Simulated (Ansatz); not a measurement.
Program: Ansatz 0.2.0.

A structure relaxed at PBE0-D4/def2-TZVP, charge 0, multiplicity 1:

Cartesian coordinates in Å:
```
C -0.870 0.886 0.593
B 0.137 -0.119 -0.098
N -0.223 -0.753 -1.312
N 1.383 -0.400 0.515
H -0.358 1.655 1.178
H -1.514 1.396 -0.128
H -1.528 0.347 1.283
H 0.348 -1.426 -1.791
H -1.097 -0.571 -1.768
H 1.664 0.036 1.373
H 2.058 -1.050 0.154
```

Q: Give its formula and SMILES.

A: CH7BN2, `CB(N)N`.

Q: Point group (tolerance 0.08 Å, 0.16 Å for H)?

A: Cs.

Q: Summarise the bond lengths by kind.

A: 1 × B–C 1.582 Å; 3 × C–H 1.093 to 1.096 Å; 2 × B–N 1.416 Å; 4 × H–N 1.003 to 1.004 Å.
